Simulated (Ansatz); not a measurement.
HO$_{4}$Re, singlet, at a GFN2-xTB geometry (such geometries of metal compounds can be far from the true shape) (core potentials on Re). Base run: B3LYP/def2-SVP (Ansatz, an electronic-structure program).

Input for Ansatz:
Ansatz 0.2 input:
```yaml
crystal:
  periodic: [false, false, false]
  atoms:
    - {symbol: Re, position_ang: [0.00720066, -0.00566485, -0.00452696]}
    - {symbol: O, position_ang: [0.99984338, 0.87729986, -1.01190406]}
    - {symbol: O, position_ang: [1.02680502, -0.75889430, 1.07844451]}
    - {symbol: O, position_ang: [-0.61787859, -1.22670310, -0.95221699]}
    - {symbol: O, position_ang: [-1.23740653, 0.97348381, 0.77794252]}
    - {symbol: H, position_ang: [-1.91095539, 1.50337347, 1.20139455]}
basis:
  gaussian:
    orbitals: def2-SVP
hamiltonian:
  xc: b3lyp
```

Each row names what was changed in the base input (with any setting that the change needs).

| change | basis functions | E (Eh) |
|---|---|---|
| base | 93 | -379.67885 |
| basis = x2c-SVPall; relativity = spin-free X2C; nucleus = Gaussian | 127 | -16994.73893 |
| basis = jorge-DZP-DKH; relativity = spin-free X2C | 125 | -16907.09972 |
| basis = x2c-SVPall; relativity = none | 127 | -14323.64151 |
| basis = ANO-RCC-VDZP; relativity = spin-free X2C; nucleus = Gaussian | 129 | -16995.39002 |
| basis = ANO-RCC-VDZP; relativity = none | 129 | -14157.84172 |
| basis = x2c-SVPall; relativity = spin-free X2C | 127 | -16996.82807 |
| basis = jorge-DZP-DKH; relativity = none | 125 | -14265.56324 |
| basis = jorge-DZP-DKH; relativity = spin-free X2C; nucleus = Gaussian | 125 | -16905.30505 |
| basis = ANO-RCC-VDZP; relativity = spin-free X2C | 129 | -16997.93185 |

Totals shift with the method and basis; they matter in differences.

Ansatz warned in this series: the basis is contracted for relativity, which the run leaves out.

Basis sets contracted for a relativistic Hamiltonian are a mismatch without it, so the rows without relativity aren't non-relativistic limits. No row has spin-orbit coupling; sets with core potentials leave out the core electrons.
